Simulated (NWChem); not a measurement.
System: CH6FNOSi; SMILES N[Si@@H](O)CF

Input file for NWChem:

```
start job
memory heap 200 mb stack 900 mb global 1100 mb
geometry units angstroms noautoz
  N     -1.366013     1.037697     0.372540
  Si     0.067696     0.608498    -0.466788
  O      1.502019     1.004280     0.292111
  C     -0.122028    -1.268174    -0.687830
  F     -0.580686    -1.814999     0.507589
  H     -1.599144     1.981551     0.653835
  H     -1.813086     0.336995     0.953363
  H      0.192040     1.289495    -1.781963
  H      1.573247     0.750399     1.217306
  H     -0.851507    -1.504266    -1.483386
  H      0.830517    -1.756951    -0.957432
end
basis spherical
  N library 6-31g*
  Si library 6-31g*
  O library 6-31g*
  C library 6-31g*
  F library 6-31g*
  H library 6-31g*
end
dft
  xc hfexch
  iterations 150
  mulliken
end
task dft energy
```

Excerpt of the output:

```
             Northwest Computational Chemistry Package (NWChem) 7.3.0
             --------------------------------------------------------

 C1  symmetry detected

                             Geometry "geometry" -> ""
                             -------------------------

 Output coordinates in angstroms (scale by  1.889725989 to convert to a.u.)

  No.       Tag          Charge          X              Y              Z
 ---- ---------------- ---------- -------------- -------------- --------------
    1 N                    7.0000    -1.60402298     0.49174127     0.20943178
    2 Si                  14.0000    -0.00678179     0.61557758    -0.40513302
    3 O                    8.0000     1.07297933     1.47026266     0.54010922
    4 C                    6.0000     0.50858186    -1.20169320    -0.60180477
    5 F                    9.0000     0.10562607    -1.90561447     0.52980153
    6 H                    1.0000    -2.19151745     1.28586830     0.42977204
    7 H                    1.0000    -1.85444264    -0.33618007     0.73862851
    8 H                    1.0000     0.05679341     1.33070955    -1.70645853
    9 H                    1.0000     1.09598433     1.23369110     1.47232134
   10 H                    1.0000     0.03013803    -1.65832316    -1.48688611
   11 H                    1.0000     1.60018981    -1.31745260    -0.71979634

 Effective nuclear repulsion energy (a.u.)     249.4699141791

  xc_inp: hfexch multiplicative factor not found.

                                 NWChem DFT Module
                                 -----------------

 Summary of "ao basis" -> "ao basis" (spherical)
 ------------------------------------------------------------------------------
       Tag                 Description            Shells   Functions and Types
 ---------------- ------------------------------  ------  ---------------------
 N                           6-31g*                  6       14   3s2p1d
 Si                          6-31g*                  8       18   4s3p1d
 O                           6-31g*                  6       14   3s2p1d
 C                           6-31g*                  6       14   3s2p1d
 F                           6-31g*                  6       14   3s2p1d
 H                           6-31g*                  2        2   2s

            General Information
            -------------------
          SCF calculation type: DFT
          Wavefunction type:  closed shell.
          No. of atoms     :    11
          No. of electrons :    50
           Alpha electrons :    25
            Beta electrons :    25
          Charge           :     0
          Spin multiplicity:     1
          Use of symmetry is: off; symmetry adaption is: off
          Maximum number of iterations: 150
          AO basis - number of functions:    86
                     number of shells:    44
          Convergence on energy requested:  1.00D-06
          Convergence on density requested:  1.00D-05
          Convergence on gradient requested:  5.00D-04

              XC Information
              --------------
                     Hartree-Fock (Exact) Exchange  1.000

      Superposition of Atomic Density Guess
      -------------------------------------

 Sum of atomic energies:        -557.88737940

      Non-variational initial energy
      ------------------------------

 Total energy =    -559.802847
 1-e energy   =   -1266.229815
 2-e energy   =     456.957054
 HOMO         =      -0.328400
 LUMO         =       0.055521

     ---------------------------------------------
      Total Density - Mulliken Population Analysis
     ---------------------------------------------

    Atom       Charge   Shell Charges
 -----------   ------   -------------------------------------------------------
    1 N    7     8.22   2.00  0.82  2.68  0.82  1.90  0.01
    2 Si  14    12.90   2.00  2.00  5.97  0.87  1.36  0.18  0.28  0.24
    3 O    8     9.04   2.00  0.94  3.15  0.90  2.04  0.01
    4 C    6     6.10   2.00  0.70  1.73  0.64  0.98  0.05
    5 F    9     9.50   2.00  0.95  3.41  1.01  2.13  0.01
    6 H    1     0.56   0.41  0.15
    7 H    1     0.56   0.40  0.15
    8 H    1     1.08   0.47  0.61
    9 H    1     0.45   0.35  0.09
   10 H    1     0.80   0.47  0.33
   11 H    1     0.81   0.47  0.33

   convergence    iter        energy       DeltaE   RMS-Dens  Diis-err
 ---------------- ----- ----------------- --------- --------- ---------
 d= 0,ls=0.0,diis     1   -558.9774080109 -8.08D+02  7.78D-03  8.39D-01
 d= 0,ls=0.0,diis     2   -559.0549047936 -7.75D-02  2.82D-03  2.45D-01
 d= 0,ls=0.0,diis     3   -559.0781926816 -2.33D-02  8.62D-04  6.37D-03
 d= 0,ls=0.0,diis     4   -559.0792137517 -1.02D-03  1.74D-04  2.49D-04
 d= 0,ls=0.0,diis     5   -559.0792505880 -3.68D-05  5.03D-05  2.99D-05
  Resetting Diis
 d= 0,ls=0.0,diis     6   -559.0792549842 -4.40D-06  1.97D-05  1.49D-06
 d= 0,ls=0.0,diis     7   -559.0792553827 -3.99D-07  4.24D-06  1.37D-07

         Total DFT energy =     -559.079255382694
      One electron energy =    -1270.407719864243
           Coulomb energy =      514.645703089026
    Exchange-Corr. energy =      -52.787152786586
 Nuclear repulsion energy =      249.469914179109

 Numeric. integr. density =        0.000000000000

                       DFT Final Molecular Orbital Analysis
                       ------------------------------------

 Vector   23  Occ=2.000000D+00  E=-5.018650D-01
              MO Center=  2.6D-01,  8.6D-01, -4.2D-01, r^2= 3.2D+00
   Bfn.  Coefficient  Atom+Function         Bfn.  Coefficient  Atom+Function
  ----- ------------  ---------------      ----- ------------  ---------------
    35      0.253216   3 O  px               80     -0.253157   8 H  s
    23      0.216662   2 Si pz               39      0.209099   3 O  px
    79     -0.207427   8 H  s                36     -0.206134   3 O  py
    37     -0.173644   3 O  pz               40     -0.162396   3 O  py
     3      0.157813   1 N  px               41     -0.141200   3 O  pz

 Vector   24  Occ=2.000000D+00  E=-4.342414D-01
              MO Center=  3.0D-01, -3.1D-01, -3.8D-01, r^2= 3.0D+00
   Bfn.  Coefficient  Atom+Function         Bfn.  Coefficient  Atom+Function
  ----- ------------  ---------------      ----- ------------  ---------------
    50      0.348155   4 C  py               22     -0.295671   2 Si py
    64     -0.244865   5 F  py               36      0.237441   3 O  py
    68     -0.208334   5 F  py               54      0.205494   4 C  py
    40      0.198074   3 O  py               52      0.197745   4 C  s
    80     -0.192846   8 H  s                49     -0.119420   4 C  px

 Vector   25  Occ=2.000000D+00  E=-4.098939D-01
              MO Center= -1.3D+00,  5.6D-01,  9.2D-02, r^2= 1.8D+00
   Bfn.  Coefficient  Atom+Function         Bfn.  Coefficient  Atom+Function
  ----- ------------  ---------------      ----- ------------  ---------------
     5      0.446386   1 N  pz                9      0.411490   1 N  pz
     3      0.261343   1 N  px                7      0.241120   1 N  px
    35      0.183168   3 O  px               80      0.150968   8 H  s
    39      0.149368   3 O  px                4      0.132473   1 N  py
     8      0.123032   1 N  py               79      0.076158   8 H  s

 Vector   26  Occ=0.000000D+00  E= 1.741086D-01
              MO Center= -3.7D-01,  8.1D-01,  9.4D-02, r^2= 5.2D+00
   Bfn.  Coefficient  Atom+Function         Bfn.  Coefficient  Atom+Function
  ----- ------------  ---------------      ----- ------------  ---------------
     6      0.975593   1 N  s                27     -0.696144   2 Si pz
    26     -0.605160   2 Si py               25      0.500430   2 Si px
    38      0.438976   3 O  s                52     -0.353965   4 C  s
    78     -0.355587   7 H  s                76     -0.339413   6 H  s
    24     -0.323977   2 Si s                55     -0.268565   4 C  pz

 Vector   27  Occ=0.000000D+00  E= 1.975482D-01
              MO Center=  4.9D-01,  7.5D-01, -2.7D-02, r^2= 5.3D+00
   Bfn.  Coefficient  Atom+Function         Bfn.  Coefficient  Atom+Function
  ----- ------------  ---------------      ----- ------------  ---------------
    25      1.118001   2 Si px               38     -0.863135   3 O  s
     6      0.632380   1 N  s                82      0.501892   9 H  s
    52     -0.373079   4 C  s                27      0.355953   2 Si pz
    24      0.248009   2 Si s                40      0.202201   3 O  py
     9     -0.187008   1 N  pz               84      0.172353  10 H  s

 Vector   28  Occ=0.000000D+00  E= 2.211577D-01
              MO Center= -4.9D-02, -3.2D-01, -7.9D-01, r^2= 5.6D+00
   Bfn.  Coefficient  Atom+Function         Bfn.  Coefficient  Atom+Function
  ----- ------------  ---------------      ----- ------------  ---------------
    52      1.796579   4 C  s                26      1.146294   2 Si py
    24     -1.108702   2 Si s                 6      0.637749   1 N  s
    84     -0.596429  10 H  s                86     -0.582541  11 H  s
    76     -0.387265   6 H  s                55     -0.313756   4 C  pz
    27      0.278490   2 Si pz               82     -0.271045   9 H  s

     ---------------------------------------------
      Total Density - Mulliken Population Analysis
     ---------------------------------------------

    Atom       Charge   Shell Charges
 -----------   ------   -------------------------------------------------------
    1 N    7     8.09   2.00  0.74  2.50  0.89  1.94  0.02
    2 Si  14    12.80   2.00  2.00  5.98  0.81  1.53  0.03  0.13  0.33
    3 O    8     8.89   2.00  0.88  2.91  0.98  2.11  0.02
    4 C    6     6.16   2.00  0.65  1.92  0.62  0.90  0.07
    5 F    9     9.46   2.00  0.93  3.29  1.06  2.18  0.02
    6 H    1     0.62   0.49  0.13
    7 H    1     0.61   0.48  0.13
    8 H    1     1.17   0.51  0.66
    9 H    1     0.53   0.45  0.08
   10 H    1     0.83   0.53  0.31
   11 H    1     0.83   0.53  0.31

     -------------------------------------------
      Total Density - Lowdin Population Analysis
     -------------------------------------------

    Atom       Charge   Shell Charges
 -----------   ------   -------------------------------------------------------
    1 N    7     7.70   1.99  0.69  2.37  0.58  2.04  0.03
    2 Si  14    13.28   2.00  1.97  5.89  0.56  1.46  0.29  0.62  0.49
    3 O    8     8.61   1.99  0.86  2.79  0.73  2.22  0.03
    4 C    6     6.20   1.99  0.55  1.77  0.46  1.30  0.14
    5 F    9     9.25   1.99  0.92  3.19  0.84  2.27  0.03
    6 H    1     0.74   0.46  0.27
    7 H    1     0.73   0.46  0.27
    8 H    1     1.09   0.51  0.58
    9 H    1     0.65   0.43  0.22
   10 H    1     0.87   0.50  0.36
   11 H    1     0.87   0.50  0.37

     Multipole analysis of the density
     ---------------------------------

     L   x y z        total         alpha         beta         nuclear
     -   - - -        -----         -----         ----         -------
     0   0 0 0     -0.000000    -25.000000    -25.000000     50.000000

     1   1 0 0     -0.338488     -0.169244     -0.169244     -0.000000
     1   0 1 0      0.002004      0.001002      0.001002     -0.000000
     1   0 0 1      0.231869      0.115935      0.115935      0.000000

     2   2 0 0    -26.447262    -86.218191    -86.218191    145.989120
     2   1 1 0     -2.866099      1.000365      1.000365     -4.866829
     2   1 0 1     -1.343549      1.115737      1.115737     -3.575023
     2   0 2 0    -30.952718   -149.717695   -149.717695    268.482671
     2   0 1 1      2.779771     -2.357813     -2.357813      7.495397
     2   0 0 2    -24.793568    -44.852043    -44.852043     64.910518
```

Level: Hartree-Fock/6-31G* (spherical d). The geometry was optimised at PBE0/def2-SVP.
